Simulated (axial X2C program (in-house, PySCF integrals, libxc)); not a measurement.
## Density and ELF of BiS

All values were computed with an axial X2C code built on PySCF integrals. Two-component (2c) means X2C with spin–orbit coupling and atomic mean-field two-electron Coulomb and Gaunt terms. Basis: Bi dyall-cv3z [12s14p10d6f1g], S dyall-av3z [9s8p3d2f] (cores contracted in-house); Gaussian nuclei, density fitting, unrestricted open shells. Masses: Bi 208.980 u, S 31.972 u.

PBE0, two-component, state Ω = 1/2 (⟨Sz⟩ = -0.45, ⟨Lz⟩ = 0.95 at PBE0); Bi at z = 0, S at z = 2.324 Å.

The maps cover the half plane through the axis: z from -2.4 to 4.2 Å along the bond, ρ from 0.15 to 2.25 Å away from it.

log10 of the density in e/bohr³:

```
 ρ\z  -2.4  -1.8  -1.2  -0.6   0.0   0.6   1.2   1.8   2.4   3.0   3.6   4.2
0.15  -3.1  -2.2  -1.3   0.0   2.0   0.0  -1.0  -0.7   1.1  -0.8  -1.6  -2.6
0.45  -3.1  -2.3  -1.4  -0.4   0.5  -0.4  -1.1  -0.8  -0.4  -0.9  -1.7  -2.7
0.75  -3.2  -2.4  -1.6  -0.9  -0.4  -0.9  -1.3  -1.0  -0.8  -1.2  -1.9  -2.8
1.05  -3.4  -2.6  -1.9  -1.3  -1.1  -1.3  -1.6  -1.3  -1.2  -1.5  -2.2  -3.0
1.35  -3.5  -2.8  -2.2  -1.7  -1.6  -1.7  -1.9  -1.7  -1.7  -1.9  -2.5  -3.3
1.65  -3.8  -3.1  -2.5  -2.1  -2.0  -2.1  -2.2  -2.2  -2.1  -2.4  -2.9  -3.5
1.95  -4.0  -3.4  -2.8  -2.5  -2.4  -2.5  -2.6  -2.6  -2.6  -2.8  -3.2  -3.8
2.25  -4.3  -3.7  -3.2  -2.9  -2.8  -2.9  -3.0  -3.0  -3.0  -3.2  -3.6  -4.1
```

Electron localisation function (collinear form, no current term, damped to 0 at low density):

```
 ρ\z  -2.4  -1.8  -1.2  -0.6   0.0   0.6   1.2   1.8   2.4   3.0   3.6   4.2
0.15  0.11  0.54  0.57  0.60  0.45  0.61  0.49  0.12  0.80  0.67  0.75  0.25
0.45  0.10  0.51  0.59  0.47  0.57  0.45  0.50  0.57  0.09  0.85  0.73  0.23
0.75  0.08  0.46  0.62  0.39  0.47  0.31  0.49  0.80  0.80  0.88  0.67  0.18
1.05  0.05  0.38  0.64  0.50  0.39  0.35  0.44  0.76  0.86  0.83  0.56  0.12
1.35  0.03  0.28  0.59  0.61  0.51  0.39  0.34  0.64  0.77  0.70  0.40  0.07
1.65  0.01  0.18  0.48  0.60  0.54  0.34  0.23  0.46  0.58  0.51  0.23  0.03
1.95  0.00  0.08  0.33  0.48  0.44  0.24  0.14  0.27  0.36  0.28  0.09  0.01
2.25  0.00  0.02  0.15  0.29  0.27  0.14  0.07  0.11  0.16  0.10  0.02  0.00
```

Axial spin density in 10⁻³ e/bohr³:

```
 ρ\z  -2.4  -1.8  -1.2  -0.6    0.0   0.6  1.2   1.8    2.4   3.0   3.6  4.2
0.15   0.0   0.1   0.4   0.9  -21.1   1.3  1.2   4.1  -42.0   5.8   1.5  0.2
0.45   0.0   0.0  -0.4  -0.1   -3.5  -1.0  1.2  -1.6  -12.0  -1.4   0.7  0.1
0.75   0.0  -0.2  -1.3  -4.3   -4.0  -3.5  1.0  -3.5  -16.4  -4.2   0.0  0.1
1.05   0.0  -0.3  -1.5  -5.5   -8.1  -3.3  0.7  -1.9   -7.5  -2.9  -0.3  0.0
1.35  -0.1  -0.3  -1.2  -3.9   -5.3  -2.0  0.4  -0.6   -2.6  -1.4  -0.2  0.0
1.65   0.0  -0.2  -0.8  -2.1   -2.6  -1.0  0.2  -0.1   -0.8  -0.6  -0.1  0.0
1.95   0.0  -0.1  -0.5  -1.0   -1.2  -0.5  0.1   0.0   -0.2  -0.2  -0.1  0.0
2.25   0.0  -0.1  -0.2  -0.5   -0.5  -0.2  0.1   0.0   -0.1  -0.1   0.0  0.0
```

The state is a single determinant with fixed occupations, the lowest that a limited PBE0 search found. Density functionals use the spin component along the axis (collinear). The functionals have no current-density term, which raises determinants with orbital currents, atoms included. The determinant is spin-polarised beyond a pure state at some levels (its spin-free form has ⟨S²⟩ too high), which makes Re and μ there less reliable.
